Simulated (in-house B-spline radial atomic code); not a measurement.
# Functionals against NIST's ionisation energies along a row: La²⁺ to Lu²⁺

Ionisation energies as differences of self-consistent total energies from a B-spline radial code for spherical atoms: all electrons, radial basis limit, scalar-relativistic (one-electron X2C), spin-polarised at highest spin, spherical densities; exact exchange is averaged over the determinants of each configuration. No spin-orbit coupling, Breit or QED terms. NIST's values run from ground level to ground level, so in open shells the differences also hold multiplet and fine-structure energies that spherical high-spin averages miss. Columns give computed minus NIST, in eV; a star marks a semi-empirical value. Species are left out where the tabulated value is theory, is uncertain by more than 0.12 eV, or (13 ions, such as In⁴⁺, Te⁴⁺ and Bi⁴⁺) lies off its series for all methods alike, which flatters the means a little.

```
species  shell      NIST (eV)    PBE  PBEsol   TPSS   SCAN   PBE0  LC-wPBE
   La²⁺     5d          19.18  -0.06   -0.10  -0.24  -0.56  -0.10    -0.13
   Ce²⁺     4f         20.20*  +0.77   +0.81  +0.49  +0.23  +0.23    +0.42
   Pr²⁺     4f          21.62  +0.63   +0.67  +0.38  +0.30  +0.07    +0.25
   Nd²⁺     4f  22.09 ± 0.04*  +1.28   +1.31  +1.06  +1.15  +0.70    +0.89
   Pm²⁺     4f  22.44 ± 0.08*  +1.91   +1.94  +1.71  +1.96  +1.33    +1.51
   Sm²⁺     4f  23.55 ± 0.08*  +1.66   +1.69  +1.49  +1.86  +1.09    +1.25
   Eu²⁺     4f  24.84 ± 0.03*  +1.14   +1.17  +0.99  +1.46  +0.58    +0.73
   Gd²⁺     5d  20.54 ± 0.03*  -0.20   -0.22  -0.35  -0.34  -0.22    -0.24
   Tb²⁺     4f  21.82 ± 0.03*  +0.92   +0.98  +0.51  -0.21  -0.23    +0.43
   Dy²⁺     4f  22.89 ± 0.03*  +0.73   +0.79  +0.37  -0.15  -0.42    +0.23
   Ho²⁺     4f  22.79 ± 0.03*  +1.61   +1.67  +1.30  +0.99  +0.47    +1.12
   Er²⁺     4f  22.70 ± 0.03*  +2.41   +2.47  +2.13  +2.02  +1.28    +1.92
   Tm²⁺     4f  23.66 ± 0.03*  +2.09   +2.14  +1.84  +1.92  +0.98    +1.60
   Yb²⁺     4f  25.05 ± 0.03*  +1.28   +1.32  +1.05  +1.29  +0.19    +0.78
   Lu²⁺     6s          20.96  +0.31   +0.22  -0.07  +0.26  +0.04    -0.12
```

(1) How do the methods rank, and which species is hardest?

## Answers

(1) Mean absolute (signed) differences: PBE0 0.53 (+0.40) eV; LC-wPBE 0.77 (+0.71) eV; TPSS 0.93 (+0.84) eV; SCAN 0.98 (+0.81) eV; PBE 1.13 (+1.10) eV; PBEsol 1.17 (+1.12) eV. For Pm²⁺, which loses a 4f electron, the nearest method is off by +1.33 eV, the largest such miss.
